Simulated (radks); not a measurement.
All-electron atom: neutral nitrogen in [He] 2s2 2p3.

Calculated with a radial shooting solver on a logarithmic mesh with Libxc functionals: non-relativistic Kohn-Sham, PBEsol, spin-polarised, spherical densities, point nucleus; open shells are filled with parallel spins first.

Energy parts (hartree):
part                      energy
total                  -54.32703
kinetic                 54.14789
electron-nucleus      -128.01945
Hartree                 26.03246
exchange-correlation    -6.48793

Orbitals (lengths in bohr, moments of r in powers of bohr; r(max) is where P^2 peaks):
1s up: occ. 1; eigenvalue (hartree) -14.04937; <r^2> 0.07217; r(max) 0.1489
1s down: occ. 1; eigenvalue (hartree) -13.99156; <r^2> 0.07149; r(max) 0.1487
2s up: occ. 1; eigenvalue (hartree) -0.72411; <r^2> 2.076; r(max) 1.011
2s down: occ. 1; eigenvalue (hartree) -0.55614; <r^2> 2.298; r(max) 1.033
2p up: occ. 3; eigenvalue (hartree) -0.30358; <r^2> 2.689; r(max) 0.9614
2p down: occ. 0; eigenvalue (hartree) -0.14710; <r^2> 3.773; r(max) 1.020

The highest occupied level is 2p up at -8.261 eV. For comparison, the ionisation energy in NIST's Atomic Spectra Database is 14.534 eV (measured). In exact Kohn-Sham theory the highest level is minus the ionisation energy, but local and semilocal functionals leave it too shallow, through self-interaction and a potential that decays too fast; potentials with the right tail come closer. The spin density at the nucleus is -0.0376 e/bohr^3 (1s -0.5303, 2s 0.4927), a Fermi contact field of -1.97 T.
